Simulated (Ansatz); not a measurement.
C$_{2}$H$_{9}$NOSi (`OCCN[SiH3]`), 14 atoms. The species carries charge 0 and has multiplicity 1. All runs use 4 threads of an Arm Neoverse V1 on a shared host. Correlated methods freeze the cores.

(1) Give the basis size and wall time and peak host memory of each of these runs in Ansatz. RKS ωB97M-V/def2-QZVPP energy; RKS PBE0-D4/def2-TZVP relaxation (11 steps); RKS PBE0-D4/def2-SVP energy; RHF-CCSD(T)/def2-SVP energy; RKS ωB97M-V/def2-SVP energy; direct RPA on PBE orbitals/def2-TZVPP energy; RKS PBE0-D4/def2-TZVP frequencies; RKS r2SCANh-D4/def2-TZVPP energy; RHF-CCSD(T)/def2-TZVPP energy; RKS B2PLYP (frozen core)/def2-TZVPP energy; RKS BHLYP-D4/def2-TZVPP energy; RHF-MP2/def2-QZVPP energy. (Estimate.)

## Answers

(1) Ansatz gave: Other jobs shared the machine, so times are rough.

| level | job | functions | wall time | peak host memory (GiB) |
| --- | --- | --- | --- | --- |
| RKS PBE0-D4/def2-SVP | energy | 119 | 1.4 s | 0.27 |
| RKS BHLYP-D4/def2-TZVPP | energy | 292 | 3.9 s | 0.78 |
| RKS ωB97M-V/def2-SVP | energy | 119 | 5 s | 0.38 |
| RKS r2SCANh-D4/def2-TZVPP | energy | 292 | 7 s | 0.79 |
| direct RPA on PBE orbitals/def2-TZVPP | energy | 292 | 8 s | 0.81 |
| RKS B2PLYP (frozen core)/def2-TZVPP | energy | 292 | 8 s | 0.86 |
| RHF-CCSD(T)/def2-SVP | energy | 119 | 9.5 s | 0.68 |
| RKS ωB97M-V/def2-QZVPP | energy | 568 | 26 s | 2.7 |
| RHF-MP2/def2-QZVPP | energy | 568 | 37 s | 4.5 |
| RKS PBE0-D4/def2-TZVP | relaxation (11 steps) | 215 | 45 s | 0.58 |
| RKS PBE0-D4/def2-TZVP | frequencies | 215 | 3.7 min | 0.59 |
| RHF-CCSD(T)/def2-TZVPP | energy | 292 | 5.7 min | 9.2 |
